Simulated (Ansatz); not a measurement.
Molecule: C2H9OSi2, charge 0, multiplicity 2. It need not be the lowest isomer of its formula. 
Coordinates optimised at B3LYP-D3(BJ)/def2-TZVP (Ansatz, a program for electronic structure):
SMILES: [SiH](C)O[SiH2]C
```xyz
14

C      2.7889     0.4823     0.3932
Si     1.5085    -0.7697    -0.1636
O      0.0156    -0.1146     0.0567
Si    -1.6035    -0.2445    -0.1997
C     -2.4291     1.3329     0.3460
H      3.7966     0.1023     0.2143
H      2.6662     1.4150    -0.1652
H      2.6886     0.7039     1.4566
H      1.6840    -1.0875    -1.6151
H     -2.1273    -1.3989     0.5709
H     -1.8515    -0.4911    -1.6422
H     -3.5094     1.2726     0.1925
H     -2.0532     2.1868    -0.2208
H     -2.2472     1.5204     1.4060
```
Charge 0, spin multiplicity 2.

Total electronic energies in hartree. Valence correlation only, unless marked. UHF or UKS for open shells. No spin-orbit coupling. Non-relativistic. CBS(X,Y): correlation extrapolated as X^-3; Hartree-Fock from the larger set. [CCSD(T)-MP2]/basis is that difference in the basis named.

```tsv
level	program	energy (Eh)
HF/6-31G	Ansatz	-733.57854
RI-HF/cc-pV(T+d)Z	Ansatz	-733.87759
PBE0-D3(BJ)/def2-TZVPD	Ansatz + dftd3	-735.55921
wB97X-V/def2-TZVPD	Ansatz	-735.83698
B2PLYP/def2-TZVPD	Ansatz	-735.60310
MP2/cc-pV(T+d)Z	Ansatz	-734.69444
MP2/cc-pVTZ	Ansatz	-734.68530
MP2/CBS(cc-pV(T+d)Z,cc-pV(Q+d)Z)	Ansatz	-734.8143
SCS-MP2/STO-3G	Ansatz	-725.35395
CCSD/STO-3G	Ansatz	-725.39928
CCSD(T)/STO-3G	Ansatz	-725.40402
CCSD(T)/cc-pV(D+d)Z	Ansatz	-734.52819
CCSD(T)/cc-pVTZ	Ansatz	-734.77511
RI-MP2/CBS(cc-pV(T+d)Z,cc-pV(Q+d)Z)+[CCSD(T)-MP2]/cc-pV(D+d)Z	Ansatz	-734.8995
CCSD(T)/CBS(cc-pV(T+d)Z,cc-pV(Q+d)Z)	Ansatz	-734.8951
```

Totals of different functionals don't rank their quality; only differences between species are comparable.
